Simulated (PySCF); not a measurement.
Input file for PySCF: R-B3LYP/LANL2DZ on C2H6InN (SMILES C=[CH][InH][NH2]), a point of a torsion scan.

```python
from pyscf import gto, scf, dft, mp
from pyscf.data.elements import chemcore

mol = gto.M(
    atom='''
    C    -1.70737020   -0.74283623    0.30342746
    C    -1.37672182    0.51844456    0.09607881
    In    0.74130536    1.11180506   -0.15709428
    N     2.27984960   -0.21613680   -0.22262500
    H    -0.95853216   -1.52653426    0.35166155
    H    -2.73231178   -1.07031323    0.43604703
    H    -2.14025250    1.28662844    0.04988949
    H     1.19987141    2.76390326   -0.42140352
    H     2.05503912   -1.20037398   -0.13123354
    H     3.10791924   -0.03304645    0.33046913
    ''',
    basis='lanl2dz',
    ecp={'In': 'lanl2dz'},
    charge=0, spin=0, verbose=3, max_memory=1800)
mf = dft.RKS(mol, xc='b3lyp')
mf.conv_tol = 1e-8
mf.max_cycle = 100
mf.kernel()
if not mf.converged:
    mf = mf.newton().run(mf.mo_coeff, mf.mo_occ)
```

### Question
Give the final energy of this run.

### Answer
-136.4039 hartree.
